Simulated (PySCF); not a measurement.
The third ionisation energy along the 4d series

All values are computed (PySCF 2.14, energy differences of UHF-based or UKS calculations, no spin-orbit coupling). Values in eV. The last column holds reference values (NIST; (s) semi-empirical, (t) theoretical, else measured). Unmarked ones compare directly (S terms, centres of terms, or small fine structure); those marked * lie between the lowest fine-structure levels and include a spin-orbit shift.

```csv
element,configurations,SCS-MP2 (valence and next inner shell),CCSD (valence and next inner shell),CCSD(T) (valence and next inner shell),MP2 (valence),PBE0,r2SCAN,reference
"Zr (aug-cc-pwCVDZ-PP with ECP28MDF, ECP)",[Kr] 4d2 → [Kr] 4d1,22.681,22.774,22.783,22.483,23.301,23.242,23.170 (s) *
"Nb (aug-cc-pwCVDZ-PP with ECP28MDF, ECP)",[Kr] 4d3 → [Kr] 4d2,24.676,24.802,24.821,24.532,25.328,25.367,25.04 (s) *
"Mo (aug-cc-pwCVDZ-PP with ECP28MDF, ECP)",[Kr] 4d4 → [Kr] 4d3,26.623,26.779,26.807,26.572,27.233,27.095,27.13 ± 0.12 (s) *
"Tc (aug-cc-pwCVDZ-PP with ECP28MDF, ECP)",[Kr] 4d5 → [Kr] 4d4,29.323,29.479,29.505,29.459,29.853,29.883,29.55 (s) *
"Ru (aug-cc-pwCVDZ-PP with ECP28MDF, ECP)",[Kr] 4d6 → [Kr] 4d5,27.503,27.472,27.519,27.528,28.282,27.886,28.47 (s) *
"Rh (aug-cc-pwCVDZ-PP with ECP28MDF, ECP)",[Kr] 4d7 → [Kr] 4d6,30.381,30.324,30.369,30.539,30.969,30.763,31.06 (s) *
"Pd (aug-cc-pwCVDZ-PP with ECP28MDF, ECP)",[Kr] 4d8 → [Kr] 4d7,32.379,32.276,32.336,32.594,32.875,32.876,32.93 (s) *
"Ag (aug-cc-pwCVDZ-PP with ECP28MDF, ECP)",[Kr] 4d9 → [Kr] 4d8,34.369,34.240,34.314,34.681,34.707,34.470,34.8 ± 0.3 (s) *
"Cd (aug-cc-pwCVDZ-PP with ECP28MDF, ECP)",[Kr] 4d10 → [Kr] 4d9,37.382,37.229,37.300,37.852,37.519,37.505,37.468 ± 0.006 *
```

"Valence" correlates the outer s and p shells and, in groups 3 to 12 and the f block, the outer d or f shell, open or full, or the next shell where the ion has no valence electron left; the wider scheme adds the next inner shell.
